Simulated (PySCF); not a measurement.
**Adding and removing an electron: InCl**

PBE0; basis In def2-SVPD with ECP28, Cl def2-SVPD; scalar-relativistic core potentials; PySCF 2.14. Neutral (UKS): singlet (closed shell), Re = 2.461 Å, ωe = 307 cm⁻¹, De = 4.59 eV, HOMO -7.41 eV, LUMO -1.90 eV.

InCl⁻ (UKS): doublet (π ↑), Re = 2.653 Å, ωe = 207 cm⁻¹, De = 1.26 eV to In + Cl⁻. The energies at the minima are -650.12486 hartree for InCl and -650.13818 for InCl⁻.

(1) Work out the adiabatic electron affinity, without and with harmonic zero-point energies (1 hartree = 27.2114 eV, 1 eV = 8065.5 cm⁻¹), and the change of the bond length.

These are scalar-relativistic numbers at best; spin–orbit coupling would shift them, the dissociation energy most. For an ion De counts to the pair picked by the measured ionisation energies or electron affinities, which need not be the lowest pair at this level. The highest Kohn–Sham level is positive in this anion. Much of that is self-interaction error, but it also means that the finite basis helps to hold the extra electron. States were picked by a PBE0 search and need not be the measured ground states.

Answers

(1) At PBE0: 0.01332 hartree = 0.362 eV between the minima; the zero-point term (307.0 − 207.0)/2 cm⁻¹ = +0.006 eV makes it 0.369 eV. Re changes by +19.2 pm against the neutral. The electron enters a π orbital; in so polar a molecule the change of length follows mostly from the change of the ionic charges.
